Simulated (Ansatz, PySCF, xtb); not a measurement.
Noncovalent pair: C2H4 (SMILES C=C) (first 6 atoms) with C2H6O (SMILES COC); geometry from B3LYP-D3(BJ)/def2-TZVP, rigid monomers moved along the line of their centres of mass till H3···O8 is 2.82 Å.
(charge 0, multiplicity 1):
| atom | x (Å) | y (Å) | z (Å) |
|---|---|---|---|
| C | -0.4438 | 0.2633 | 0.8613 |
| C | 0.7143 | -0.1490 | 0.3659 |
| H | -0.8217 | -0.1025 | 1.8083 |
| H | -1.0555 | 0.9864 | 0.3343 |
| H | 1.0965 | 0.2170 | -0.5796 |
| H | 1.3275 | -0.8756 | 0.8856 |
| C | -0.5815 | 1.0235 | 4.9243 |
| O | -0.5581 | -0.3510 | 4.6044 |
| C | 0.7498 | -0.8810 | 4.6093 |
| H | -0.0068 | 1.6117 | 4.1977 |
| H | -0.1713 | 1.2066 | 5.9259 |
| H | -1.6215 | 1.3457 | 4.9017 |
| H | 1.3915 | -0.3652 | 3.8840 |
| H | 0.6760 | -1.9330 | 4.3374 |
| H | 1.2096 | -0.7986 | 5.6026 |

Interaction energies are E(AB) − E(A) − E(B) at the monomers' geometry in the complex; basis-set methods are counterpoise corrected. Rows marked so take none.

Correlated levels freeze the cores. Rows in 6-31G*, STO-3G carry no dispersion term and start afresh at each structure (6-31G* with six Cartesian d functions). MP2/6-31G* freezes PySCF's default core.

Codes used: Ansatz (Gaussian basis) for Hartree–Fock, density functionals and correlated methods; PySCF for 6-31G* rows, STO-3G rows, the dispersion terms; xtb for the GFN methods. Values without a source in brackets are computed.

| level | interaction energy (kJ/mol) |
|---|---|
| GFN-FF | -4.9 |
| HF/STO-3G (no counterpoise) | -0.9 |
| HF/6-31G* | -0.9 |
| B3LYP-D4/def2-TZVPPD | -6.8 |
| PBE0/def2-TZVPPD | -3.4 |
| PBE0-D3(BJ)/def2-TZVPPD | -7.6 |
| MP2/6-31G* (no counterpoise) | [?] |
| MP2/aug-cc-pVDZ | -6.4 |
| CCSD(T)/aug-cc-pVDZ | -6.3 |

Problem. Some entries are withheld; supply them.

Solution. 
- MP2/6-31G* (no counterpoise), interaction energy (kJ/mol): -9.1

Ansatz is a program for electronic structure.
